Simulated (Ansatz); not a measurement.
Consider the formal hydrolysis of the Si–Si bond: `N[SiH](Cl)[Si](N)(Cl)Cl` + H₂O → `N[SiH](O)Cl` + `N[SiH](Cl)Cl`.

Gas-phase electronic energies from Ansatz, PBE0-D4/def2-TZVP geometries. CBS: MP2 limit from def2 TZ/QZ plus the TZ coupled-cluster correction, frozen cores. This one scheme is used for every species. One conformer a species, not always the lowest.

```tsv
species	MP2/CBS(def2) energy (Eh)
`N[SiH](Cl)[Si](N)(Cl)Cl`	-2070.01906
H₂O	-76.36589
`N[SiH](O)Cl`	-881.22092
`N[SiH](Cl)Cl`	-1265.20639
```

Work out ΔE.

ΔE = (-881.22092) + (-1265.20639) − (-2070.01906) − (-76.36589) = -0.04236 Eh = -111.2 kJ/mol. CCSD(T)/CBS gives -108.2 kJ/mol.

Largest T1 diagnostic among the species: 0.010.

The D4 term adds +18.2 kJ/mol with B3LYP and +10.9 kJ/mol with PBE0; it sums over pairs of atoms, weighted by their polarisabilities, and B3LYP, whose exchange is more repulsive, gets the larger term. In def2-TZVPP, CCSD(T) changes the Hartree–Fock value by +32.0 kJ/mol (the triples alone add +5.4 kJ/mol) and MP2 by +29.0 kJ/mol. From PBE to PBE0 (25 % exact exchange), in def2-TZVPP and without D4, ΔE moves by −8.2 kJ/mol.

B3LYP here is the variant with VWN-RPA as its local correlation; programs differ in this.
